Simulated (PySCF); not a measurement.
O2, charge -1, doublet, at a GFN2-xTB geometry (a state made from the parent by changing its charge; the spin is typed, not shown lowest); HF/def2-SV(P) (PySCF).

Here is a job for PySCF.
```python
from pyscf import gto, scf

mol = gto.M(
    atom='''
O    -0.00000000   -0.00000000   -0.67067238
O     0.00000000    0.00000000    0.67067238
''',
    basis='def2-sv(p)',
    charge=-1,
    spin=1,
    verbose=4,
)

mf = scf.UHF(mol)
mf.kernel()
```

What the program printed (banner, timings and long lists left out):

```
PySCF version 2.14.0

[INPUT] verbose = 4
[INPUT] num. atoms = 2
[INPUT] num. electrons = 17
[INPUT] charge = -1
[INPUT] spin (= nelec alpha-beta = 2S) = 1
[INPUT] symmetry False subgroup None
[INPUT] Mole.unit = angstrom
[INPUT] Symbol           X                Y                Z      unit          X                Y                Z       unit  Magmom
[INPUT]  1 O      0.000000000000   0.000000000000  -0.670672380000 AA    0.000000000000   0.000000000000  -1.267387117510 Bohr   0.0
[INPUT]  2 O      0.000000000000   0.000000000000   0.670672380000 AA    0.000000000000   0.000000000000   1.267387117510 Bohr   0.0

nuclear repulsion = 25.2487969602088
number of shells = 12
number of NR pGTOs = 48
number of NR cGTOs = 28
basis = def2-sv(p)
ecp = {}

******** <class 'pyscf.scf.uhf.UHF'> ********
method = UHF
initial guess = minao
damping factor = 0
level_shift factor = 0
DIIS = <class 'pyscf.scf.diis.CDIIS'>
diis_start_cycle = 1
diis_space = 8
diis_damp = 0
SCF conv_tol = 1e-09
SCF conv_tol_grad = None
SCF max_cycles = 50
direct_scf = True
direct_scf_tol = 1e-13
number electrons alpha = 9  beta = 8
Set gradient conv threshold to 3.16228e-05
init E= -149.076813521834

cycle= 1 E= -149.408700642767  delta_E= -0.332  |g|= 0.255  |ddm|= 1.19
cycle= 2 E= -149.434013367753  delta_E= -0.0253  |g|= 0.0791  |ddm|= 0.26
cycle= 3 E= -149.43682203302  delta_E= -0.00281  |g|= 0.0255  |ddm|= 0.0674
cycle= 4 E= -149.437290757391  delta_E= -0.000469  |g|= 0.00796  |ddm|= 0.0279
cycle= 5 E= -149.437349697493  delta_E= -5.89e-05  |g|= 0.0025  |ddm|= 0.0113
cycle= 6 E= -149.437356606205  delta_E= -6.91e-06  |g|= 0.000416  |ddm|= 0.00503
cycle= 7 E= -149.437356791268  delta_E= -1.85e-07  |g|= 7.34e-05  |ddm|= 0.000778
cycle= 8 E= -149.437356796619  delta_E= -5.35e-09  |g|= 1.11e-05  |ddm|= 0.000131
cycle= 9 E= -149.437356796729  delta_E= -1.1e-10  |g|= 1.34e-06  |ddm|= 1.95e-05
Extra cycle  E= -149.437356796731  delta_E= -1.34e-12  |g|= 5.93e-07  |ddm|= 1.48e-06
converged SCF energy = -149.437356796731  <S^2> = 0.7651587  2S+1 = 2.0151017
```
